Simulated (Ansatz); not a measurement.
cyclotrisilazane (H₉N₃Si₃), singlet, geometry from GFN2-xTB; R2SCAN/STO-3G in Ansatz (an electronic-structure program).

Here is a job for Ansatz.
Ansatz 0.2 input:
```yaml
crystal:
  periodic: [false, false, false]
  atoms:
    - {symbol: Si, position_ang: [1.68054828, -0.42496743, -0.52596035]}
    - {symbol: N, position_ang: [0.50290150, -1.52832577, 0.08377091]}
    - {symbol: Si, position_ang: [-1.17562112, -1.31026230, 0.41701362]}
    - {symbol: N, position_ang: [-1.46043566, 0.38486470, 0.56260467]}
    - {symbol: Si, position_ang: [-0.54839632, 1.72369318, -0.03026477]}
    - {symbol: N, position_ang: [1.06095760, 1.17105307, -0.31418280]}
    - {symbol: H, position_ang: [1.94000099, -0.68910961, -1.95384163]}
    - {symbol: H, position_ang: [2.91193934, -0.56300900, 0.26448031]}
    - {symbol: H, position_ang: [0.81666462, -2.48200359, 0.13740011]}
    - {symbol: H, position_ang: [-1.99276343, -1.88246088, -0.66962470]}
    - {symbol: H, position_ang: [-1.49030681, -1.94902435, 1.70231783]}
    - {symbol: H, position_ang: [-2.36797339, 0.62547217, 0.92202770]}
    - {symbol: H, position_ang: [-0.51609892, 2.76332656, 1.00760337]}
    - {symbol: H, position_ang: [-1.13988836, 2.24298984, -1.27781588]}
    - {symbol: H, position_ang: [1.72303017, 1.90218647, -0.50893551]}
basis:
  gaussian:
    orbitals: STO-3G
hamiltonian:
  xc: r2scan
```

The log (banner, timings and long lists left out):

```
Functional definition: r2SCAN
623 factors; integrals over basis functions are off by at most 2.8e-5 eV
mean field evaluation 1: about -27909.6269 eV, gradient 4.4e1 eV
mean field evaluation 2: about -27908.7072 eV, gradient 4.9e1 eV
mean field evaluation 4: about -27915.2874 eV, gradient 6.4e-1 eV
mean field evaluation 8: about -27915.2168 eV, gradient 1.4e-2 eV
mean field -27915.21682728 eV, -1025.8652967890 hartree, gradient 1.6e-5 eV, S^2 0.000000; 0 other end points of the search recorded, 0 dependent functions left out
reference -27915.21683591 eV, -1025.8652971060 hartree; 36, 36 occupied and 15, 15 virtual orbitals, 623 factors
Total energy: -27915.21683591 eV, -1025.8652971060 hartree
```
